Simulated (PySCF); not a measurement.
# Working out the ionisation energy of In

In [Kr] 4d10 5s2 5p1 (2P) → In+ [Kr] 4d10 5s2 (1S). Calculation: PySCF 2.14, in x2c-TZVPall (8s6p4d2f, 60 functions); scalar relativity by spin-free X2C-1e. Frozen: [Kr] 4d10. Energies in hartree (1 hartree = 27.21139 eV):

| part | In (lower) | In+ (upper) |
| --- | --- | --- |
| UHF | -5878.240739 | -5878.049441 |
| MP2 opposite-spin | -0.027008 | -0.022836 |
| MP2 same-spin | -0.002163 | 0.000000 |

Problem. What does Hartree-Fock give?

Solution. (-5878.049441) − (-5878.240739) = 0.191298 hartree = 5.205 eV.

Problem. What do MP2 and SCS-MP2 (6/5 opposite-spin, 1/3 same-spin) give?

Solution. The opposite-spin parts differ by 0.114 eV and the same-spin parts by 0.059 eV. MP2: 5.205 + (0.114) + (0.059) = 5.378 eV. SCS-MP2: 5.205 + 1.2 × (0.114) + (0.059)/3 = 5.361 eV.

Measured between the centres of the two terms (NIST): 5.603 eV, so MP2 (valence) is off by -0.225 eV.

What remains against the reference includes basis incompleteness, the frozen core and correlation beyond second order.
